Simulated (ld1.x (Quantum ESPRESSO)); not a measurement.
**Plane-wave convergence, TM semilocal potential for hydrogen (H)**

hydrogen (H), norm-conserving Troullier–Martins (semilocal form), made with ld1.x (Quantum ESPRESSO) 7.5 (PBEsol, non-relativistic). Core none, reference 1s1. Waves: 1s (bound): rc 1.25 bohr; 2p channel at 0.15 Ry: rc 0.95 bohr. Local part: the p channel. Core correction: none.

The pseudo-atom Hamiltonian at the reference potential is diagonalised in spherical Bessel functions j_l(qr) that vanish at 20 bohr, with q² up to the cutoff. All-electron valence levels (Ry): 1s -0.4654.

Q: How do the lowest levels (Ry) of each channel move with the cutoff, and are there ghosts?

A:

```tsv
cutoff (Ry)	s #1	s #2	p #1	Σ f·Δε (mRy)
8	-0.4152	0.0136	0.0306	50.2
10	-0.4287	0.0129	0.0306	36.7
12	-0.4391	0.0124	0.0306	26.3
15	-0.4470	0.0120	0.0306	18.4
18	-0.4553	0.0117	0.0306	10.1
21	-0.4589	0.0115	0.0305	6.5
25	-0.4614	0.0114	0.0305	4.0
30	-0.4636	0.0113	0.0305	1.8
35	-0.4647	0.0112	0.0305	0.7
40	-0.4651	0.0112	0.0305	0.3
45	-0.4652	0.0112	0.0305	0.2
400	-0.4654	0.0112	0.0305	0.0
```

Result: no extra level below or beside the all-electron valence levels (s, p tested); the semilocal form is local in each channel, so this says nothing of the separable form that plane-wave codes build from it; 10 mRy is reached at 21 Ry and 1 mRy at 35 Ry.
